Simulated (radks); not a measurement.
Q: Radial electron density D(r) = 4 pi r^2 rho(r) of an atom or ion with 28 electrons. All-electron calculation, Dirac Kohn-Sham, relativistic LDA (MacDonald-Vosko exchange, VWN5 correlation), spin-unpolarised, spherical densities, finite nucleus; Fermi nuclear charge, rms radius of each element as measured or else 0.836 A^(1/3) + 0.57 fm. Program: a radial shooting solver on a logarithmic mesh with Libxc functionals.

```
   r/bohr * D(r) (the largest magnitude, 102, reaches the edge; | marks zero)
 0.001717 |   *
 0.001936 |    *
   0.0022 |     *
 0.002481 |      *
 0.002797 |        *
 0.003154 |         *
 0.003556 |           *
 0.004009 |             *
 0.004521 |                *
 0.005097 |                   *
 0.005747 |                     *
 0.006479 |                         *
 0.007306 |                            *
 0.008237 |                               *
 0.009287 |                                  *
  0.01047 |                                     *
  0.01181 |                                       *
  0.01331 |                                         *
  0.01513 |                                          *
  0.01706 |                                          *
  0.01923 |                                          *
  0.02169 |                                         *
  0.02445 |                                       *
  0.02757 |                                      *
  0.03108 |                                     *
  0.03505 |                                     *
  0.03951 |                                       *
  0.04455 |                                         *
  0.05023 |                                             *
  0.05664 |                                                 *
  0.06386 |                                                     *
    0.072 |                                                      *
  0.08118 |                                                     *
  0.09153 |                                                  *
    0.104 |                                             *
   0.1173 |                                         *
   0.1322 |                                      *
   0.1491 |                                      *
   0.1681 |                                        *
   0.1895 |                                           *
   0.2137 |                                            *
    0.241 |                                          *
   0.2717 |                                    *
   0.3063 |                           *
   0.3454 |                  *
   0.3894 |          *
   0.4391 |     *
    0.495 | *
   0.5582 |*
   0.6293 *
   0.7153 *
   0.8064 *
   0.9093 *
    1.025 *
```

What is the nuclear charge?

A: Z = 60. The innermost maximum, from 1s, lies near gamma/Z bohr with gamma = sqrt(1 - (Z/c)^2) = 0.899, here 0.015 bohr (found: 0.0165), and its height grows with Z. The density is that of the neodymium ion Nd32+ in [Ar] 3d10; the configuration itself is not fixed sharply by these data, and Z only to a few units. D(r) has 3 maxima, at r = 0.0165, 0.0732, 0.210 bohr, and minima at 0.0324, 0.141 bohr, inside which lie 2.02, 11.36 electrons.
